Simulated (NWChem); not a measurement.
All runs are NWChem calculations. System: GeTe, charge 0, spin multiplicity 1, displaced from the optimised geometry.

The NWChem input:

```
start mol
memory heap 100 mb stack 700 mb global 1900 mb
geometry units angstroms nocenter noautoz noautosym
  Ge     0.000000     0.000000     1.109940
  Te     0.000000     0.000000    -0.901474
end
basis spherical
  * library def2-svp
end
ecp
  Te library def2-ecp
end
scf
  rhf
  nopen 0
  maxiter 100
  thresh 1e-7
  semidirect memsize 60000000 filesize 0
end
tce
  freeze core 13
  cr-ccsd(t)
  2eorb
  2emet 13
  thresh 1e-6
  maxiter 100
  tilesize 24
end
task tce energy
```

The output up to the point where the run's verdict is printed (cleaned and shortened):

```
             Northwest Computational Chemistry Package (NWChem) 7.3.0
             --------------------------------------------------------

                                NWChem Input Module
                                -------------------

 Scaling coordinates for geometry "geometry" by  1.889725989
 (inverse scale =  0.529177249)

                             Geometry "geometry" -> ""
                             -------------------------

 Output coordinates in angstroms (scale by  1.889725989 to convert to a.u.)

  No.       Tag          Charge          X              Y              Z
 ---- ---------------- ---------- -------------- -------------- --------------
    1 Ge                  32.0000     0.00000000     0.00000000     1.10994000
    2 Te                  52.0000     0.00000000     0.00000000    -0.90147400

 Effective nuclear repulsion energy (a.u.)     437.7770773871

            Nuclear Dipole moment (a.u.)
            ----------------------------
        X                 Y               Z
 ---------------- ---------------- ----------------
     0.0000000000     0.0000000000   -21.4645811427


 Summary of "ao basis" -> "" (spherical)
 ------------------------------------------------------------------------------
       Tag                 Description            Shells   Functions and Types
 ---------------- ------------------------------  ------  ---------------------
 *                          def2-svp                  on all atoms

 Summary of "ao basis" -> "ao basis" (spherical)
 ------------------------------------------------------------------------------
       Tag                 Description            Shells   Functions and Types
 ---------------- ------------------------------  ------  ---------------------
 Ge                         def2-svp                12       32   5s4p3d
 Te                         def2-svp                10       26   4s4p2d

                                 NWChem SCF Module
                                 -----------------

  ao basis        = "ao basis"
  functions       =    58
  atoms           =     2
[...]
     2   1 1 0     -0.000000      0.000000      0.000000
     2   1 0 1     -0.000000      0.000000      0.000000
     2   0 2 0    -32.208203      0.000000      0.000000
     2   0 1 1     -0.000000      0.000000      0.000000
     2   0 0 2    -34.086143      0.000000    210.430916

                   NWChem Extensible Many-Electron Theory Module
                   ---------------------------------------------


            General Information
            -------------------
      Number of processors :     1
         Wavefunction type : Restricted Hartree-Fock
          No. of electrons :    56
           Alpha electrons :    28
            Beta electrons :    28
           No. of orbitals :   116
            Alpha orbitals :    58
             Beta orbitals :    58
        Alpha frozen cores :    13
         Beta frozen cores :    13
     Alpha frozen virtuals :     0
      Beta frozen virtuals :     0
         Spin multiplicity : singlet
    Number of AO functions :    58
       Number of AO shells :    22
        Use of symmetry is : off
      Symmetry adaption is : off
         Schwarz screening : 0.10D-09

          Correlation Information
          -----------------------
          Calculation type : Coupled-cluster singles & doubles w/ perturbation
   Perturbative correction : Completely renormalized (T)
            Max iterations :      100
        Residual threshold : 0.10D-05
     T(0) DIIS level shift : 0.00D+00
     L(0) DIIS level shift : 0.00D+00
     T(1) DIIS level shift : 0.00D+00
     L(1) DIIS level shift : 0.00D+00
     T(R) DIIS level shift : 0.00D+00
     T(I) DIIS level shift : 0.00D+00
   CC-T/L Amplitude update :  5-th order DIIS
                I/O scheme : Global Array Library
        L-threshold :  0.10D-05
        EOM-threshold :  0.10D-05
 no EOMCCSD initial starts read in
 TCE RESTART OPTIONS
 SLICE:      F
 D4D5:       F
 quantumc:   F
 qrotation:  F
 pwtce:      F
 qducc:      F
 nacto:                         0
 nrotv:                         0
 nrot:                          0

            Memory Information
            ------------------
          Available GA space size is     249033436 doubles
          Available MA space size is     104846788 doubles

 Maximum block size supplied by input
 Maximum block size        24 doubles

 tile_dim =     15

 -------------------------------------------------

 Global array virtual files algorithm will be used

 Parallel file system coherency ......... OK

 4-electron integrals stored in orbital form

 v2    file size   =          1063125
 4-index algorithm nr.  13 is used
 imaxsize =       30
 imaxsize ichop =        0


CCSD iterations
 ---------------------------------------------------------
 Iter          Residuum       Correlation     Cpu    Wall
 ---------------------------------------------------------
    1   0.1350819067593  -0.3157312687663     0.2     0.2
    2   0.0304750312886  -0.3121770787585     0.2     0.2
    3   0.0106686296834  -0.3186037496346     0.1     0.1
    4   0.0046511965526  -0.3191879057146     0.2     0.2
    5   0.0021618675090  -0.3198298259560     0.2     0.2
    6   0.0006540452522  -0.3201114454409     0.2     0.2
    7   0.0002989994520  -0.3201359901590     0.1     0.1
    8   0.0001543398741  -0.3201380497381     0.2     0.2
    9   0.0000880522554  -0.3201400906027     0.1     0.1
   10   0.0000492843872  -0.3201425254366     0.1     0.1
   11   0.0000060925471  -0.3201457482346     0.1     0.1
   12   0.0000026053682  -0.3201457309459     0.1     0.1
   13   0.0000011115285  -0.3201460251036     0.1     0.1
   14   0.0000006577593  -0.3201460437460     0.1     0.1
 -----------------------------------------------------------------
 Iterations converged
 CCSD correlation energy / hartree =        -0.320146043745958
 CCSD total energy / hartree       =     -2342.389052876919322

 Singles contributions

 Doubles contributions
 CR-CCSD(T)
```

The run crashed. NWChem stopped with the message: ccsd_t 3.
